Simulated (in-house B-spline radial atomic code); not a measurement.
A run on Bi- that did not converge. Method: scalar-relativistic (X2C) HSE06, spin-polarised, spherical fractional occupations, exact exchange averaged over the configuration, Fermi nucleus of rms radius 5.5211 fm; computed with an all-electron radial atomic-structure program (B-spline basis).

Command:
```bash
python run_scf.py task.json out
```
Settings (nuclear radius in fm, mass in u):
```
Z                83
configuration    [Xe] 4f14 5d10 6s2 6p4
hamiltonian      x2c
method           hse06
spin_polarised   True
nucleus          fermi
rms_radius       5.5211
atomic_mass      208.9804
speed_of_light   137.035999084
exact_exchange   averaged over the configuration
```

First and last ten iterations of the last attempt (damped for 15 steps, keeping 80 % of the old Fock matrix, then DIIS):
```
 iter        energy (Eh)    residual
    1      -21533.796060    9.09e-01
    2      -21531.856955    2.13e-01
    3      -21534.807097    1.07e-01
    4      -21535.021833    5.92e-02
    5      -21535.091010    3.29e-02
    6      -21535.115163    2.12e-02
    7      -21535.124339    1.60e-02
    8      -21535.128116    1.22e-02
    9      -21535.129774    9.40e-03
   10      -21535.130539    7.26e-03
  111      -21513.078640    2.54e-01
  112      -21513.096170    2.54e-01
  113      -21513.127859    2.52e-01
  114      -21535.097204    1.99e-02
  115      -21535.115895    1.09e-02
  116      -21535.117230    1.15e-02
  117      -21535.116423    1.20e-02
  118      -21535.123917    7.65e-03
  119      -21535.064749    1.62e-02
  120      -21535.077254    1.33e-02
 not converged after 120 iterations
```

The smallest residual met was 9.0e-04; the threshold is about 8e-07. No energy from this run should be used. Cost of the run: 48 s on 1 thread of Arm Neoverse N1, with other jobs on the host.
